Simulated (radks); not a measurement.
Species: the iodine ion I3+. Configuration: [Kr] 4d8.5 5s1 5p4.5 (fractional occupations, a model configuration). Calculated with a radial shooting solver on a logarithmic mesh with Libxc functionals: scalar-relativistic Kohn-Sham, r2SCAN, spin-unpolarised, spherical densities, finite nucleus; meta-GGA in the generalised Kohn-Sham scheme; Fermi nuclear charge, rms radius 4.75 fm.

Normalised radial functions P(r) = r R(r), r in bohr:

r	3p	3d	4s
0.002508	0.0141	0.0001	0.1390
0.003319	0.0230	0.0002	0.1715
0.004391	0.0375	0.0005	0.2083
0.00581	0.0609	0.0010	0.2472
0.007688	0.0979	0.0022	0.2840
0.01017	0.1556	0.0047	0.3115
0.01346	0.2425	0.0101	0.3181
0.01781	0.3681	0.0212	0.2883
0.02356	0.5381	0.0439	0.2050
0.03117	0.7465	0.0883	0.0563
0.04125	0.9618	0.1714	-0.1506
0.05458	1.1108	0.3172	-0.3713
0.07221	1.0751	0.5524	-0.5121
0.09555	0.7224	0.8902	-0.4506
0.1264	0.0006	1.3025	-0.1144
0.1673	-0.9443	1.6917	0.3988
0.2213	-1.7352	1.8987	0.7649
0.2928	-1.9644	1.7770	0.6049
0.3875	-1.5482	1.3305	-0.1395
0.5127	-0.8422	0.7563	-1.0126
0.6783	-0.3040	0.3098	-1.3828
0.8975	-0.0663	0.0837	-1.0808
1.188	-0.0077	0.0133	-0.5298
1.571	-0.0004	0.0011	-0.1593
2.079	0.0000	0.0000	-0.0281
2.751	0.0000	0.0000	-0.0025
3.64	0.0000	0.0000	-0.0001
4.816	0.0000	0.0000	0.0000
6.372	0.0000	0.0000	0.0000

3p: eigenvalue -917.79 eV, 1 radial node at r = 0.126 bohr, <r> = 0.312 bohr, 90 % of the charge inside 0.467 bohr. 3d: eigenvalue -660.46 eV, 0 radial nodes, <r> = 0.288 bohr, 90 % of the charge inside 0.452 bohr. 4s: eigenvalue -231.35 eV, 3 radial nodes at r = 0.0339, 0.135, 0.371 bohr, <r> = 0.735 bohr, 90 % of the charge inside 1.06 bohr.
